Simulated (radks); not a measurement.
Question: Yb+, 69 electrons, occupied as [Kr] 4d10 4f14 5s2 5p5 6s2 (not the ground configuration). All-electron calculation, Dirac Kohn-Sham, RPBE, spin-unpolarised, spherical densities, point nucleus; open shells fill j = l - 1/2 first. Program: a radial shooting solver on a logarithmic mesh with Libxc functionals. Some entries of the table are withheld. Estimate them.

orbital,occ.,eigenvalue (eV),<r> (bohr)
1s1/2,2,-61183.37,0.01966
2s1/2,2,-10369.51,0.08273
2p1/2,2,-9889.291,0.06872
2p3/2,4,-8842.218,0.07622
3s1/2,2,-2346.135,0.2162
3p1/2,2,-2134.636,0.2060
3p3/2,4,-1912.359,0.2201
3d3/2,4,-1553.307,0.1935
3d5/2,6,-1504.746,0.1978
4s1/2,2,-471.0841,0.4879
4p1/2,2,-385.5665,0.4958
4p3/2,4,-335.3425,0.5282
4d3/2,4,(1),0.5539
4d5/2,6,(2),0.5654
5s1/2,2,-66.7195,1.199
5p1/2,2,-43.3425,(3)
5p3/2,3,-36.9943,(4)
4f5/2,6,-15.5604,0.7585
4f7/2,8,-14.2310,0.7767
6s1/2,2,-10.7949,3.338

Answer: 
(1) 4d3/2 eigenvalue (eV): -194.9400
(2) 4d5/2 eigenvalue (eV): -185.8049
(3) 5p1/2 <r> (bohr): 1.345
(4) 5p3/2 <r> (bohr): 1.453
